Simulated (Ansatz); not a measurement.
Ansatz results at the PBE0-D4/def2-TZVP geometry: HOMO–LUMO gap (B3LYP/def2-TZVPP) 4.74 eV; LUMO energy (PBE/def2-TZVPP) -3.64 eV; size of the dipole moment (ωB97M-V/def2-TZVPP) 2.13 D.

Each molecule was computed in one conformer, which needn't be the lowest.

Problem. Which molecule gave them?
A. `CC[O][Ti]([Cl])([O]CC)[O]CC`
B. `[NH2][Ti]([NH2])([F])[F]`
C. `[OH][Ti]([F])([F])[F]`
D. `[OH][Ti]([F])([SH])[Cl]`

Solution. D. The others give `[OH][Ti]([F])([F])[F]`: 7.43, -3.50, 2.49; `CC[O][Ti]([Cl])([O]CC)[O]CC`: 6.36, -2.03, 4.90; `[NH2][Ti]([NH2])([F])[F]`: 5.60, -2.65, 2.94.

B3LYP here is the variant with VWN-RPA as its local correlation; programs differ in this.
